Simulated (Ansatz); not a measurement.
System: bromogermane, sum formula GeH3Br, charge 0, multiplicity 1. 
Geometry from a B3LYP-D3(BJ)/def2-TZVP (Ansatz, a first-principles code) optimisation:
```
Ge
H 1 1.5327
H 1 1.5327 2 111.72
H 1 1.5327 2 111.72 3 -125.97
Br 1 2.3318 2 107.12 4 -117.01
```

Basis-set convergence of Hartree-Fock and MP2 correlation energies (hartree) with Ansatz. Cores are frozen in the correlated levels unless marked. No spin-orbit coupling. Frozen are the shells of the preceding noble gas and the d and f shells that filled before the atom's block. No relativistic terms.

```csv
basis,functions,E(HF),"E(corr, MP2)"
aug-cc-pVDZ,99,-4649.50601,-0.22765
aug-cc-pVTZ,187,-4649.65490,-0.29144
aug-cc-pVQZ,324,-4649.66141,-0.31543
```

Extrapolating the two largest sets (X = 3 and 4) as X^-3: E(corr) = (64·(-0.31543) - 27·(-0.29144))/37 = -0.3329 Eh, an estimate of the basis-set limit. The largest set recovers 94.7 % of it, the smallest 68.4 %.
